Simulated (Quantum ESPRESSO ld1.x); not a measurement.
Values are calculated unless marked as measured or tabulated.
Problem. All-electron atom: the erbium ion Er0.3+ in [Ar] 3d10 4s1.7 4p6 4d10 4f12 5s2 5p6 6s2 (fractional occupations, a model configuration). Code: ld1.x of Quantum ESPRESSO 7.5. Model: Dirac Kohn-Sham, PW91, spin-unpolarised, spherical densities, point nucleus; open shells fill j = l - 1/2 first. Some entries of the table are withheld. Estimate them.

orbital,occ.,eigenvalue (eV),<r^2> (bohr^2)
1s1/2,2,-57322.0,0.0005677
2s1/2,2,-9629.63,(1)
2p1/2,2,-9172.23,0.006328
2p3/2,4,-8254.91,0.007547
3s1/2,2,-2161.67,0.05792
3p1/2,2,-1961.04,0.05360
3p3/2,4,-1768.34,0.06045
3d3/2,4,-1425.36,0.04761
3d5/2,6,-1383.24,0.04951
4s1/2,1.7,-430.247,0.2913
4p1/2,2,-350.055,0.3042
4p3/2,4,-306.607,0.3420
4d3/2,4,-174.643,0.3860
4d5/2,6,-166.736,0.4009
5s1/2,2,-55.3927,1.754
5p1/2,2,(2),2.256
5p3/2,4,(3),2.630
4f5/2,6,-8.1967,0.8589
4f7/2,6,-7.0820,0.9086
6s1/2,2,-5.7411,16.20

Solution. 
(1) 2s1/2 <r^2> (bohr^2): 0.008773
(2) 5p1/2 eigenvalue (eV): -33.6332
(3) 5p3/2 eigenvalue (eV): -28.1582
